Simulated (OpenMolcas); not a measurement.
# Ionisation energies of germanium

```yaml
Program: OpenMolcas 26.06
Basis: ANO-RCC-VDZP [5s4p2d]
Scalar_Hamiltonian: DKH2, point nucleus
Spin-orbit_coupling: RASSI with atomic mean-field integrals over the reference wave functions, term energies averaged over their components
```

Active shells in each charge state: the valence s, p shells, with orbitals averaged over the low states. Where CASPT2's correlated closed shells are named, they are those of the first ion.

A. CASSCF
B. SS-CASPT2, IPEA 0.25 Eh, imaginary shift 0.1 Eh (closed shells correlated: 3s 3p 3d)

Energies in eV between the lowest computed levels (charge -1 gives the electron affinity), named as in B; reference values from the NIST Atomic Spectra Database with their kind.

```csv
From,To,A,B,Spin-orbit share in B,Reference
Ge- 4s² 4p³ ⁴S°_3/2,Ge 4s² 4p² ³P₀,-0.006,0.151,-0.105,
Ge 4s² 4p² ³P₀,Ge+ 4s² 4p ²P°_1/2,7.088,7.308,-0.035,7.899 (measured)
Ge+ 4s² 4p ²P°_1/2,Ge2+ 4s² ¹S₀,14.840,15.243,+0.142,15.935 (measured)
Ge2+ 4s² ¹S₀,Ge3+ 4s ²S_1/2,33.278,33.486,+0.000,34.058 (measured)
Ge3+ 4s ²S_1/2,Ge4+ 3d¹⁰ ¹S₀,44.689,44.902,+0.000,45.715 (measured)
```

Error against the reference values, in %:

| From | Reference | A | B |
| --- | --- | --- | --- |
| Ge | measured | -10.3 | -7.5 |
| Ge+ | measured | -6.9 | -4.3 |
| Ge2+ | measured | -2.3 | -1.7 |
| Ge3+ | measured | -2.2 | -1.8 |

Mean absolute error over the 4 measured values: A 0.93 eV, B 0.67 eV. B lies closest.

No diffuse functions were added, so the electron affinity comes out too small, and without dynamic correlation a bound anion can come out unbound.

° marks odd parity.
